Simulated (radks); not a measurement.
These are the eigenvalues of the occupied orbitals of an atom or ion with whole-number occupations (hartree). Calculated with a radial shooting solver on a logarithmic mesh with Libxc functionals: scalar-relativistic Kohn-Sham, LDA (Slater exchange, Perdew-Wang correlation), spin-polarised, spherical densities, finite nucleus; Fermi nuclear charge, rms radius of each element as measured or else 0.836 A^(1/3) + 0.57 fm.

1s down: -215.8161
1s up: -215.8159
2s up: -24.69389
2s down: -24.62937
2p up: -20.82315
2p down: -20.77319
3s up: -3.00150
3s down: -2.84331
3p up: -1.96579
3p down: -1.81048
3d up: -0.40864

Which element is it, and in what charge state? The configuration may be excited. Open shells, if any, are filled with parallel spins first.

Answer. Z = 24, chromium, charge +1: Cr+ in [Ar] 3d5. The list shows which subshells hold electrons but not how many an open one holds; the 1s level, -215.82 hartree, gives Z - s = 20.8 by -(Z - s)^2/2, which with screening and relativity narrows Z to a few neighbours, and the depths of the outer levels then fix element, charge and occupations together.
